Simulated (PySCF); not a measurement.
## Continuum solvent and chemical shifts

Structure with atom numbers: `[SiH3:1][O:2][c:3]1[cH:4][s:5][cH:6][n:7]1`. Hydrogens are named by the atom that carries them.

GIAO PBE0/pcSseg-1 in PySCF on one PBE0-D3(BJ)/def2-SVP conformer, non-relativistic, equivalent nuclei averaged. Solvents enter as an IEF-PCM continuum (cyclohexane with ε = 2.0, chloroform with ε = 4.7) around the gas-phase geometry. Shifts are referred to TMS, CS2 computed in the same medium.

In cyclohexane, δ in ppm: Si1 -31.7, C3 166.8, C6 156.1, C4 99.7, S5 265.4, H(C6) 8.24, H(C4) 6.30, H(Si1) 5.03. Dipole moment 1.26 D.

(1) How does each δ change in the more polar medium?

(2) Which nuclei move most (in ppm), and what does the model miss?

Answers

(1) 
```
 atoms                                              environment  Δδ, chloroform
   Si1                                 silicon bonded to O, 3 H             0.0
    C3                           aromatic carbon bearing oxygen             0.0
    C6                 aromatic CH between two ring heteroatoms            +1.7
    C4                      aromatic CH next to the ring sulfur            +0.8
    S5                                     aromatic ring sulfur            +1.3
 H(C6)  hydrogen on an aromatic CH between two ring heteroatoms           +0.12
 H(C4)       hydrogen on an aromatic CH next to the ring sulfur           +0.12
H(Si1)                        hydrogen on a silicon bonded to O           -0.01
```

Changes are relative to cyclohexane. The dipole moment becomes 1.41 D in chloroform.

(2) C6 (aromatic CH between two ring heteroatoms, +1.7 ppm) in chloroform. A continuum only polarises the solute; specific hydrogen bonds, the anisotropy of aromatic solvents and changes of geometry or conformer are outside it.
